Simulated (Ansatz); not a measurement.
The same path of CH₄OSi₂ (8 atoms, charge 0, multiplicity 1) was run twice with different band settings. The coordinate that changes most is the dihedral Si2–Si3–O4–H8.

All numbers below come from Ansatz 0.2.0, RKS PBE/def2-SVP.

Relaxed end points:

```xyz
8
Properties=species:S:1:pos:R:3
C -0.242 1.146 -0.634
Si -0.509 1.760 1.018
Si 0.478 -0.359 0.005
O -0.268 -1.860 -0.060
H -0.481 1.555 -1.625
H 0.312 0.272 1.529
H 1.933 -0.697 0.008
H -1.225 -1.817 -0.242
```

```xyz
8
Properties=species:S:1:pos:R:3
C -0.059 1.069 -0.864
Si -1.674 0.340 -0.977
Si 0.687 -0.104 0.288
O -0.799 -1.103 0.226
H 0.359 1.946 -1.379
H 0.874 0.225 1.752
H 1.845 -0.990 -0.099
H -1.234 -1.383 1.053
```

Common settings: movable images 5; climbing image yes; optimiser quadratic models (default); start path IDPP; force threshold 0.05 eV/Å; iteration limit 60; end points relaxed.

| run | spring |
| --- | --- |
| 1 | 5.0 eV/Å² |
| 2 | 2.0 to 10.0 eV/Å², energy-weighted |

Question: What does each run give, and how far can it be trusted?

Answer: Run 1: converged after 22 iterations, highest image 0.459 eV above the first end. A vibrational analysis at the climbing image gives one clearly imaginary mode, 114i cm⁻¹: a first-order saddle point.
Run 2: converged after 32 iterations, highest image 0.459 eV above the first end. The dihedral Si2–Si3–O4–H8 jumps by 168° between images 0 and 1, so the path isn't resolved there. Another band between the same ends (5 images) ends at a top of the same energy, where a vibrational analysis finds 1 clearly imaginary mode.
